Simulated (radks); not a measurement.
Problem. These are the eigenvalues of the occupied orbitals of an atom or ion with whole-number occupations (eV). All-electron calculation, scalar-relativistic Kohn-Sham, PBE, spin-polarised, spherical densities, finite nucleus; Fermi nuclear charge, rms radius of each element as measured or else 0.836 A^(1/3) + 0.57 fm. Program: a radial shooting solver on a logarithmic mesh with Libxc functionals.

orbital  eigenvalue
1s down   -67362.17
1s up     -67362.16
2s up     -11586.99
2s down   -11586.87
2p up     -10158.31
2p down   -10158.22
3s up     -2666.270
3s down   -2666.251
3p up     -2241.141
3p down   -2241.117
3d up     -1744.469
3d down   -1744.401
4s up     -555.8778
4s down   -555.7940
4p up     -416.3742
4p down   -416.2987
4d up     -237.6347
4d down   -237.5412
5s up      -88.9260
5s down    -87.7074
5p up      -55.5857
5p down    -53.8890
4f up      -40.2229
4f down    -39.9429
5d up      -19.1802

Which element is it, and in what charge state? The configuration may be excited. Open shells, if any, are filled with parallel spins first.

Solution. Z = 73, tantalum, charge +2: Ta2+ in [Xe] 4f14 5d3. The list shows which subshells hold electrons but not how many an open one holds; the 1s level, -2475.5 hartree, gives Z - s = 70.4 by -(Z - s)^2/2, which with screening and relativity narrows Z to a few neighbours, and the depths of the outer levels then fix element, charge and occupations together.
